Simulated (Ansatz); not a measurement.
Relaxation of the cluster Si₃Sn⁻ with UKS r2SCAN-D4/def2-SVPD.

```sh
$ ansatz run in.yaml --threads 4 --pin off --events-out ev --progress --plain --max-ram 4787MiB
```

```yaml
crystal:
  periodic: [false, false, false]
  atoms:
    - {symbol: Si, position_ang: [-0.287920, -1.130490, -0.040260]}
    - {symbol: Si, position_ang: [-2.058230, 0.456330, -0.003360]}
    - {symbol: Si, position_ang: [0.143790, 1.172000, 0.006330]}
    - {symbol: Sn, position_ang: [2.202350, -0.497840, 0.037290]}
basis:
  gaussian: {orbitals: def2-SVPD}
total_charge: -1
magnetization: {spin_polarized: true, initial_magnetization: 1}
hamiltonian: {xc: r2scan, dispersion: d4}
scf: {lower_state_search: "off"}
output: {orbitals: {seedname: orbitals}}
relax: {f_tol: 0.02, max_steps: 100}
```

It took 19 s on 4 threads of Arm Neoverse N1 on a shared host.

Positions (Å) and forces (eV/Å) at steps 1, 2, 4 of 4:

```xyz
4
step=1 energy=-29458.0019 eV
Si   -0.288   -1.130   -0.040   -0.665   -0.155    0.021
Si   -2.058    0.456   -0.003    0.618   -0.346   -0.037
Si    0.144    1.172    0.006    0.129    0.309    0.039
Sn    2.202   -0.498    0.037   -0.081    0.192   -0.024
4
step=2 energy=-29458.0405 eV
Si   -0.326   -1.155   -0.032   -0.196    0.037    0.010
Si   -2.012    0.441   -0.013    0.031   -0.072   -0.014
Si    0.171    1.177    0.016   -0.091    0.097    0.012
Sn    2.168   -0.463    0.029    0.256   -0.062   -0.007
4
step=4 energy=-29458.0447 eV
Si   -0.336   -1.148   -0.025    0.000   -0.001    0.000
Si   -2.015    0.434   -0.020   -0.001    0.000    0.000
Si    0.166    1.184    0.023    0.000    0.001    0.000
Sn    2.184   -0.470    0.022    0.001    0.000    0.000
```

In the def2 sets Sn takes a core potential; there is no spin–orbit coupling. The relaxation made no stability test and no search for a lower SCF solution. The structure comes from a short search, and lower isomers may exist.
